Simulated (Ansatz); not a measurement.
Reaction (formal loss of a carbene): `COC[SiH2]F` → `[CH2]` (triplet) + `OC[SiH2]F`

Computed with Ansatz on PBE0-D4/def2-TZVP structures; ΔE is electronic, products minus reactants. CCSD(T)/CBS is the MP2 limit (def2-TZVPP, def2-QZVPP) plus CCSD(T) − MP2 in def2-TZVPP, frozen cores. This one scheme is used for every species. Triplets are unrestricted, without spin–orbit coupling. Each species was taken in one conformer, which may not be the lowest.

| species | CCSD(T)/CBS(def2) energy (Eh) |
| --- | --- |
| `COC[SiH2]F` | -544.39628 |
| `[CH2]` (triplet) | -39.09499 |
| `OC[SiH2]F` | -505.15298 |

(1) Work out ΔE.

Largest T1 diagnostic among the species: 0.011.

Answers

(1) ΔE = (-39.09499) + (-505.15298) − (-544.39628) = 0.14831 Eh = +389.4 kJ/mol.

In def2-TZVPP, CCSD(T) changes the Hartree–Fock value by +130.2 kJ/mol (the triples alone add +11.2 kJ/mol) and MP2 by +139.0 kJ/mol. From PBE to PBE0 (25 % exact exchange), in def2-TZVPP and without D4, ΔE moves by −9.3 kJ/mol.
